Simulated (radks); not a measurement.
Task: Species: Mo II. Configuration: [Ar] 3d10 4s2 4p4 4d5 5s2 (not the ground configuration). Calculated with a radial shooting solver on a logarithmic mesh with Libxc functionals: Dirac Kohn-Sham, LDA (Slater exchange, Perdew-Wang correlation), spin-unpolarised, spherical densities, finite nucleus; open shells fill j = l - 1/2 first; Fermi nuclear charge, rms radius 4.4091 fm. Some entries of the table are withheld. Estimate them.

| orbital | occ. | eigenvalue (hartree) | <r^2> (bohr^2) | <r> (bohr) |
|---|---|---|---|---|
| 1s1/2 | 2 | -727.8735 | 0.001672 | 0.03520 |
| 2s1/2 | 2 | -103.4328 | 0.02785 | 0.1536 |
| 2p1/2 | 2 | -95.28786 | (1) | 0.1308 |
| 2p3/2 | 4 | -91.37706 | (2) | 0.1354 |
| 3s1/2 | 2 | -18.18259 | 0.2113 | 0.4293 |
| 3p1/2 | 2 | -15.07847 | 0.2091 | 0.4236 |
| 3p3/2 | 4 | -14.43340 | 0.2195 | 0.4342 |
| 3d3/2 | 4 | -8.92037 | 0.2053 | 0.4130 |
| 3d5/2 | 6 | -8.79804 | 0.2086 | 0.4165 |
| 4s1/2 | 2 | -2.98728 | 1.340 | 1.088 |
| 4p1/2 | 2 | -2.08080 | 1.597 | 1.181 |
| 4p3/2 | 2 | -1.98156 | 1.675 | 1.210 |
| 4d3/2 | 4 | (3) | 3.154 | 1.627 |
| 4d5/2 | 1 | (4) | 3.212 | 1.642 |
| 5s1/2 | 2 | -0.47153 | 9.729 | 2.936 |
| 5p1/2 | 0 | -0.29724 | (5) | 3.558 |
| 5p3/2 | 0 | -0.28733 | (6) | 3.639 |
| 6s1/2 | 0 | -0.12134 | 56.02 | 7.057 |

Result: 
(1) 2p1/2 <r^2> (bohr^2): 0.02101
(2) 2p3/2 <r^2> (bohr^2): 0.02237
(3) 4d3/2 eigenvalue (hartree): -0.64629
(4) 4d5/2 eigenvalue (hartree): -0.63552
(5) 5p1/2 <r^2> (bohr^2): 14.36
(6) 5p3/2 <r^2> (bohr^2): 15.01
